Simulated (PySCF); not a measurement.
Input of a run (PBE0-D3(BJ)/def2-SVP geometry optimisation, gas phase (PySCF 2.14.0)), started from GFN2-xTB:
```
{"job": {"xc": "PBE0", "basis": "def2-SVP", "d3": "d3bj", "grid": 1, "kind": "geom"}, "charge": 0, "multiplicity": 1}
O     -3.065169    -1.280477    -1.026426
C     -2.583911    -0.352389    -0.427141
O     -3.335900     0.623662     0.100843
C     -1.130376    -0.167508    -0.196604
C     -0.631722     0.929630     0.501750
C      0.729372     1.058451     0.691897
C      1.623690     0.102360     0.194797
B      3.157358     0.253780     0.413612
F      3.692327     1.268277     1.065559
F      4.036526    -0.620352    -0.036333
C      1.103541    -0.993944    -0.504611
C     -0.255052    -1.128617    -0.699288
H     -4.273087     0.449660    -0.079504
H     -1.314384     1.669842     0.888582
H      1.121103     1.907080     1.232280
H      1.783467    -1.737541    -0.891824
H     -0.664782    -1.969882    -1.237499
```

Output (energies in Eh, forces in Eh/bohr):
```
step   0  E = -643.74576930  max force = 0.011631
step   1  E = -643.74597699  max force = 0.004003
step   2  E = -643.74676263  max force = 0.004678
step   3  E = -643.74694245  max force = 0.005445
step   4  E = -643.74699964  max force = 0.004635
step   5  E = -643.74722312  max force = 0.000755
step   6  E = -643.74725151  max force = 0.000968
step   7  E = -643.74722212  max force = 0.002367
step   8  E = -643.74727957  max force = 0.001616
step   9  E = -643.74733670  max force = 0.000965
step  10  E = -643.74733941  max force = 0.000516
step  11  E = -643.74734793  max force = 0.000465
step  12  E = -643.74734365  max force = 0.000294
step  13  E = -643.74734057  max force = 0.000272
step  14  E = -643.74734014  max force = 0.000117
optimisation converged
```

Task: Summarise the run.

Result: The energy falls by 0.99 kcal/mol over 15 energy and gradient evaluations, the largest force component goes from 0.0116 to 1.2e-04 Eh/bohr, and the atoms move by 0.031 Å rms after alignment. Among the bonds, C5–H14, C6–H15, C11–H16 and C12–H17 change most and about equally (+0.012 to +0.013 Å). Bonds longer at the end by more than 0.005 Å: 9 of 17; shorter: 1. Among the angles that change most is C2–O3–H13, from 109.8° to 106.4°. The energy rose by more than 1e-6 Eh at steps 7, 12 and 13. The first step brought 13 % of the lowering.

Task: What are the final bond lengths?

Result: O1=C2 1.204 Å, C2–O3 1.339 Å, C2–C4 1.489 Å, C4–C5 1.399 Å, C5–C6 1.390 Å, C6–C7 1.404 Å, C7–B8 1.551 Å, B8–F9 1.320 Å, B8–F10 1.321 Å, C7–C11 1.404 Å, C11–C12 1.389 Å, C4–C12 1.399 Å, O3–H13 0.969 Å, C5–H14 1.091 Å, C6–H15 1.093 Å, C11–H16 1.093 Å, C12–H17 1.092 Å. Numbering counts from 1 in the input's order; the species is `O=C(O)c1ccc(B(F)F)cc1`.

The run used 193 basis functions and 108 SCF cycles in all. Hardware: an Arm Neoverse V2 with one thread, shared host. Cost: 4.3 min wall.

Not checked by PBE0-D3(BJ)/def2-SVP frequencies. One conformer, not necessarily the lowest.

Shape of the structure used: `[O:1]=[C:2]([OH:3])[c:4]1[cH:5][cH:6][c:7]([B:8]([F:9])[F:10])[cH:11][cH:12]1`: O1–C2–C4–C5 180°, C6–C7–B8–F9 2°, H–O3–C2–O1 0°.
